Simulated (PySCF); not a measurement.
Isomers of C4H7N3, mass 97.064 u with the commonest isotopes. The calculation used CAM-B3LYP/def2-SVPD in PySCF (dipole) on a GFN2-xTB geometry, gas phase. One conformer each, none proved a minimum here; rigid rotors.

Question: Order these by rotational constant A, largest first.
A. `[CH3:1][CH2:2][n:3]1[cH:4][n:5][n:6][cH:7]1` with C1–C2–N3–C4 -88°
B. `n1c(C)c(C)[nH]n1`
C. `Cc1cnnn1C`

Answer: A (7135 MHz), C (4034 MHz), B (3580 MHz).

Question: Order these by out-of-plane moment Σ m c² = (Ia + Ib − Ic)/2, largest first.
A. `[CH3:1][CH2:2][n:3]1[cH:4][cH:5][n:6][n:7]1` with C1–C2–N3–C4 77°
B. `[CH3:1][CH2:2][n:3]1[cH:4][n:5][n:6][cH:7]1` with C1–C2–N3–C4 -88°
C. `Cc1cnnn1C`

Answer: B (18.97 u·Å²), A (17.79 u·Å²), C (3.16 u·Å²).

Question: Order these by dipole moment, largest first.
A. `Cc1nn[nH]c1C`
B. `CC1=NN=CN1C`
C. `Cc1cnnn1C`
D. `[CH3:1][CH2:2][n:3]1[cH:4][n:5][n:6][cH:7]1` with C1–C2–N3–C4 -88°

Answer: D (6.43 D), B (6.27 D), C (5.19 D), A (4.89 D).

| SMILES | point group | Ia (u·Å²) | Ib (u·Å²) | Ic (u·Å²) | κ | μa (D) | μb (D) | μc (D) |
| --- | --- | --- | --- | --- | --- | --- | --- | --- |
| CCn1cnnc1 | Cs | 70.83 | 253.16 | 286.06 | -0.91 | 6.29 | 0.01 | 1.34 |
| Cc1cnnn1C | Cs | 125.28 | 149.83 | 268.78 | 0.39 | 5.16 | 0.60 | 0.01 |
| Cc1nn[nH]c1C | Cs | 141.18 | 145.84 | 280.73 | 0.87 | 3.31 | 3.61 | 0.00 |
| CCn1ccnn1 | C1 | 70.42 | 247.17 | 282.00 | -0.91 | 3.41 | 3.28 | 0.82 |
| Cc1nncn1C | Cs | 126.55 | 148.17 | 268.39 | 0.45 | 5.35 | 3.27 | 0.00 |
